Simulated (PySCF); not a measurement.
## Mayer bond orders and bond lengths

C₄H₄NO₃S (charge -1).
SMILES with atom numbers: `[CH3:1][C:2](=[O:3])[C@@H:4]([C:5]#[N:6])[S@:7](=[O:8])[O-:9]` (hydrogens: H10, H11, H12 on C1; H13 on C4)

Cartesian coordinates in Å at the GFN2-xTB level; atoms count from 1:
```xyz
13
C4H4NO3S angstrom
C      1.4542   -0.2004   -0.7609
C      0.8156   -0.6536    0.5305
O      1.1719   -1.6712    1.1174
C     -0.3184    0.1425    0.9530
C     -0.3622    1.4962    0.6070
N     -0.3750    2.6180    0.3423
S     -1.9108   -0.8057   -0.1701
O     -1.4804   -0.6060   -1.5588
O     -3.0587    0.0183    0.2158
H      0.6843   -0.2496   -1.5340
H      1.7889    0.8323   -0.6828
H      2.2880   -0.8472   -1.0250
H     -0.7017   -0.0732    1.9477
```

Bond orders from the PBE0/pcSseg-1 density (PySCF). One conformer (not necessarily the lowest) at the GFN2-xTB geometry, without solvent, vibrations or thermal averaging. The pcSseg-1 basis has no diffuse functions, a weakness for an anion.

(1) Where do the orders between heavy atoms depart from those drawn in the SMILES?

(2) Give the Mayer order of every bond, beside its length.

Results:

(1) The largest departure is 0.643, at S7–O9 (drawn single, 1.643). Drawn single, order above 1.12: S7–O9 (1.643). Drawn single, order below 0.88: C4–S7 (0.450). Drawn double or triple, more than 0.30 short of the drawn order: S7–O8 (1.592). The SMILES, with its formal charges, is one Lewis structure only.

(2) 
| bond | drawn as | length (Å) | Mayer order |
| --- | --- | --- | --- |
| C1–C2 | single | 1.510 | 1.014 |
| C2–O3 | double | 1.228 | 1.919 |
| C2–C4 | single | 1.449 | 1.065 |
| C4–C5 | single | 1.398 | 1.011 |
| C5–N6 | triple | 1.153 | 3.022 |
| C4–S7 | single | 2.167 | 0.450 |
| S7–O8 | double | 1.467 | 1.592 |
| S7–O9 | single | 1.465 | 1.643 |
| C1–H10 | single | 1.092 | 0.915 |
| C1–H11 | single | 1.088 | 0.942 |
| C1–H12 | single | 1.088 | 0.964 |
| C4–H13 | single | 1.088 | 0.929 |

By pair of heavy elements: C–C: lowest C4–C5 and C1–C2 (1.011, 1.398 Å), highest C2–C4 (1.065, 1.449 Å); in 1 of the 3 pairs the longer bond (by over 0.003 Å) has the higher order (by 0.02 or more). O–S: lowest S7–O8 (1.592, 1.467 Å), highest S7–O9 (1.643, 1.465 Å). Bonds named together lie within 0.004.

Q: Sum the orders of all bonds at each heavy atom with more than one neighbour and set the sums beside the valence in the SMILES.

A: C1 3.835 (drawn 4), C2 3.998 (drawn 4), C4 3.455 (drawn 4), C5 4.033 (drawn 4), S7 3.685 (drawn 4). Orders between atoms that aren't bonded are not in these sums.

The Mayer order sums products of elements of PS (density times overlap matrix) between the two atoms' basis functions, so it depends on the basis set.

These values come from a run that also computed NMR shieldings. Time: 27 s wall; peak memory 0.81 GiB. Hardware: one thread, Arm Neoverse V2 (aarch64), on a shared host.
